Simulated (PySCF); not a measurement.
Isomers of C7H8ClF3, from PySCF 2.14.0, PBE0-D3(BJ)/def2-SVP geometry optimisation, gas phase. One conformer each, no zero-point energy, no frequencies.

Problem. Which is lower in electronic energy at this level?
A. `[F:1][C:2]([F:3])=[C:4]([F:5])[C@@H:6]1[CH2:7][CH2:8][C@H:9]([Cl:10])[CH2:11]1` with C2–C4–C6–C7 -126°, C4–C6–C7–C8 -118°, C6–C7–C8–C9 -29°, C7–C8–C9–Cl10 165°, C8–C9–C11–C6 -40°: A = 2186, B = 405.0, C = 403.5 MHz, dipole 2.04 D
B. `[F:1][C:2]([F:3])([F:4])[C:5]1=[C:6]([Cl:7])[CH2:8][CH2:9][CH2:10][CH2:11]1` with C5–C6–C8–C9 -12°, C6–C8–C9–C10 44°, C8–C9–C10–C11 -62°, C9–C10–C11–C5 46°: A = 1233, B = 869.5, C = 573.8 MHz, dipole 3.51 D

Solution. B. That is `FC(F)(F)C1=C(Cl)CCCC1`, 27.5 kcal/mol below the other.

```csv
SMILES,mapped SMILES,E (Eh),relative (kcal/mol),relative (kJ/mol),dipole (D)
FC(F)(F)C1=C(Cl)CCCC1,[F:1][C:2]([F:3])([F:4])[C:5]1=[C:6]([Cl:7])[CH2:8][CH2:9][CH2:10][CH2:11]1,-1029.99730,0.0,0.0,3.51
FC(F)=C(F)[C@@H]1CC[C@H](Cl)C1,[F:1][C:2]([F:3])=[C:4]([F:5])[C@@H:6]1[CH2:7][CH2:8][C@H:9]([Cl:10])[CH2:11]1,-1029.95342,27.5,115.2,2.04
```
